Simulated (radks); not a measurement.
Q: Species: Sm39+. Configuration: [Ar] 3d5 (the NIST ground configuration). Calculated with a radial shooting solver on a logarithmic mesh with Libxc functionals: scalar-relativistic Kohn-Sham, exchange-only LDA, spin-polarised, spherical densities, point nucleus; open shells are filled with parallel spins first (spin-orbit coupling, left out, can overturn this in heavy ions). Some entries of the table are withheld. Estimate them.

orbital,occ.,eigenvalue (hartree),r(max) (bohr),<r> (bohr)
1s up,1,-1787.658,0.01450,0.02276
1s down,1,-1787.635,0.01450,0.02276
2s up,1,-352.5049,0.08205,0.09660
2s down,1,-351.7366,0.08198,0.09649
2p up,3,(1),0.06621,0.08503
2p down,3,(2),0.06613,0.08489
3s up,1,-125.4847,0.2268,(3)
3s down,1,-124.6444,0.2272,(4)
3p up,3,-116.2432,0.2206,0.2382
3p down,3,-115.3861,0.2210,0.2390
3d up,5,-105.0720,0.1773,0.2125
3d down,0,-104.0277,0.1777,0.2134

A: 
(1) 2p up eigenvalue (hartree): -322.7045
(2) 2p down eigenvalue (hartree): -322.0962
(3) 3s up <r> (bohr): 0.2427
(4) 3s down <r> (bohr): 0.2434
